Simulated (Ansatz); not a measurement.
This geometry of CH9NOSi2 (14 atoms, charge 0, multiplicity 1) is a first-order saddle point.

Theory: RKS PBE-D4/STO-3G (Ansatz).

```xyz
14
Properties=species:S:1:pos:R:3
C -1.951 0.505 0.766
Si -0.670 1.456 -0.243
O 0.774 0.613 -0.622
Si 0.933 -1.000 -0.068
N 2.515 -1.634 -0.594
H -2.829 1.148 0.948
H -1.557 0.194 1.747
H -2.304 -0.398 0.241
H -0.301 2.667 0.491
H -1.285 1.877 -1.502
H 0.900 -1.086 1.394
H -0.092 -1.879 -0.632
H 2.583 -1.522 -1.649
H 3.270 -0.972 -0.248
```

Problem. Which two structures does it join? (They come from a converged band through this point; their orientation in space is the band's.)

Solution. No bond is made or broken. The dihedral C1–Si2–O3–Si4 goes from 65 to -65°. The two ends are copies of one structure, up to a mirror image or an exchange of like atoms.

First end point:

```xyz
14
Properties=species:S:1:pos:R:3
C -1.865 0.729 1.142
Si -0.749 1.302 -0.269
O 0.823 0.620 -0.216
Si 0.877 -1.084 -0.451
N 2.575 -1.600 -0.636
H -2.820 1.281 1.117
H -1.401 0.910 2.126
H -2.101 -0.345 1.074
H -0.549 2.743 -0.170
H -1.429 1.005 -1.534
H 0.338 -1.807 0.703
H 0.157 -1.486 -1.661
H 3.015 -1.025 -1.414
H 3.116 -1.274 0.218
```

Last end point:

```xyz
14
Properties=species:S:1:pos:R:3
C -2.177 0.468 0.588
Si -0.689 1.354 -0.164
O 0.429 0.295 -0.917
Si 1.216 -0.802 0.151
N 2.523 -1.642 -0.726
H -2.912 1.206 0.951
H -1.893 -0.167 1.443
H -2.685 -0.173 -0.152
H -0.057 2.151 0.892
H -1.144 2.250 -1.221
H 1.821 -0.108 1.290
H 0.299 -1.835 0.637
H 2.100 -2.116 -1.577
H 3.154 -0.909 -1.165
```

Problem. How far does it lie above each of them?

Solution. 0.062 eV above the first and 0.062 eV above the second. This is the barrier of this one path; another mechanism may lie lower. Limits of this set-up: minimal basis.

Run time: 4.7 min on 1 thread of AMD EPYC 9R45 96-Core Processor (Zen 5) (shared host), peak memory 0.13 GiB.
